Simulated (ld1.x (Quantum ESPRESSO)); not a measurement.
# gold (Au) PAW: all-electron and pseudo phase curves

- Element: gold (Au)
- Generator: ld1.x (Quantum ESPRESSO) 7.5
- Type: PAW
- Functional: PBE
- Relativity: non-relativistic
- Frozen core: [Kr] 4d10 4f14
- Valence charge: 19
- Reference configuration: 5s2 5p6 5d10 6s0.5 6p0.5
- Partial waves: 5s (bound): rcut 1.35, rcutus 1.70 bohr; 6s (bound): rcut 1.35, rcutus 1.70 bohr; 5p (bound): rcut 1.50, rcutus 1.60 bohr; 6p (bound): rcut 1.50, rcutus 1.60 bohr; 5d (bound): rcut 1.50, rcutus 1.80 bohr; 5d channel at 0.05 Ry: rcut 1.50, rcutus 1.80 bohr
- Local potential: all-electron potential smoothed inside 1.30 bohr (lloc = -2)
- Core correction: a·sin(br)/r model core inside 1.40 bohr
- Augmentation charge: BESSEL, radius 1.15 bohr

The phase is arctan(r·u′/u) with u = r·R(r), unwrapped; energies in Ry, scanned from -8 to 5 Ry. A pole is an energy at which the radial function vanishes at the test radius. The pseudo phase is shifted by a multiple of π to meet the all-electron one at the reference energy, and phase errors are pseudo minus all-electron; the curves can meet again beyond the range given. Levels narrower than the energy grid can be missing from the lists of poles.

```json
{"channel": "s", "radius (bohr)": "1.94", "reference energy (Ry)": "-0.35", "poles, all-electron": "-5.99", "poles, pseudo": "-5.99", "unbroken range about the reference energy with phases within 0.05 rad": "the whole range", "phase error 1 Ry above the reference energy (rad)": "-0.003"}
{"channel": "p", "radius (bohr)": "1.94", "reference energy (Ry)": "-0.10", "poles, all-electron": "-3.56", "poles, pseudo": "-3.56", "unbroken range about the reference energy with phases within 0.05 rad": "the whole range", "phase error 1 Ry above the reference energy (rad)": "+0.000"}
{"channel": "d", "radius (bohr)": "1.94", "reference energy (Ry)": "-0.66", "poles, all-electron": "0.73", "poles, pseudo": "0.73", "unbroken range about the reference energy with phases within 0.05 rad": "the whole range", "phase error 1 Ry above the reference energy (rad)": "-0.000"}
```

Phases in the d channel:

| E (Ry) | all-electron | pseudo |
| --- | --- | --- |
| -8.00 | 1.380 | 1.380 |
| -7.52 | 1.373 | 1.373 |
| -7.04 | 1.366 | 1.365 |
| -6.56 | 1.357 | 1.357 |
| -6.08 | 1.347 | 1.346 |
| -5.60 | 1.335 | 1.335 |
| -5.12 | 1.321 | 1.321 |
| -4.64 | 1.304 | 1.303 |
| -4.16 | 1.282 | 1.282 |
| -3.68 | 1.254 | 1.254 |
| -3.20 | 1.215 | 1.215 |
| -2.72 | 1.157 | 1.156 |
| -2.24 | 1.059 | 1.058 |
| -1.76 | 0.858 | 0.858 |
| -1.28 | 0.313 | 0.313 |
| -0.80 | -0.741 | -0.742 |
| -0.32 | -1.260 | -1.260 |
| 0.16 | -1.456 | -1.456 |
| 0.64 | -1.556 | -1.556 |
| 1.12 | -1.621 | -1.622 |
| 1.60 | -1.671 | -1.671 |
| 2.08 | -1.713 | -1.714 |
| 2.56 | -1.754 | -1.754 |
| 3.04 | -1.796 | -1.797 |
| 3.52 | -1.843 | -1.847 |
| 4.00 | -1.902 | -1.909 |
| 4.48 | -1.980 | -1.994 |
| 4.96 | -2.092 | -2.123 |
